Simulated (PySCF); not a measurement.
# Structure from 2D NMR

Compound of formula C₆H₁₀FNSi₂. Correlations simulated from computed shifts and the bond graph:

HSQC (one-bond C–H):
```csv
δH,δC
7.75,134.7
7.73,135.3
7.60,127.7
7.41,123.3
```

COSY cross peaks (H two or three bonds apart, from the bond graph; peaks can be absent where the dihedral angle is near 90°):
```csv
δH,δH
7.75,7.73
7.73,7.41
```

HMBC (two and three bonds, from the bond graph):
```csv
δH,δC
7.75,"143.7, 135.3, 127.7, 123.3"
7.73,"172.3, 143.7, 134.7, 123.3"
7.60,"172.3, 143.7, 134.7, 123.3"
7.41,"172.3, 135.3, 134.7, 127.7"
5.36,"143.7, 134.7, 127.7"
```

Carbons without hydrogens: δ 172.3, 143.7.

All values are calculated (PySCF 2.14.0 with density-fitted response routines): coordinates at the GFN2-xTB level, GIAO PBE0/pcSseg-1 shieldings. Relativity neglected, isolated molecule, one averaged value for each set of equivalent atoms, one conformer.

δ = σ(ref) − σ, references computed at the same level: TMS for $^{1}$H (31.72 ppm) and $^{13}$C (186.93 ppm).

Exchangeable hydrogens are left out of these lists.

Question: Assemble the structure.

Answer: SMILES c1(F)cccc([SiH2]N[SiH3])c1.

Numbering as in the mapped SMILES `[F:1][c:2]1[cH:3][cH:4][cH:5][c:6]([SiH2:7][NH:8][SiH3:9])[cH:10]1`; H(Xn) means a hydrogen on atom n.

- δC 172.3 is C2, an aromatic carbon bearing fluorine.
- δC 143.7 is C6, a substituted aromatic carbon.
- δC 135.3 is C4, an aromatic CH (δH 7.73).
- δC 134.7 is C5, an aromatic CH (δH 7.75).
- δC 127.7 is C10, an aromatic CH (δH 7.60).
- δC 123.3 is C3, an aromatic CH (δH 7.41).
- HMBC from δH 7.75 reaches the proton-free carbon C6.
- HMBC from δH 7.73 reaches the proton-free carbons C2, C6.
- HMBC from δH 7.60 reaches the proton-free carbons C2, C6.
- HMBC from δH 7.41 reaches the proton-free carbon C2.
- COSY links 7.75–7.73, 7.73–7.41.

The data come from this structure; uniqueness wasn't tested.

The OH or NH signal is concentration- and solvent-dependent in practice; the value given is the gas-phase one. Shifts are as computed. Against solution values, carbons near 30 ppm lie about +3 ppm off and those near 130 ppm about +5 ppm. Of 1309 compounds with measured shifts, 239 miss one by over three times the rms of a fit or turn the order of signals round; such compounds aren't used in these exercises.
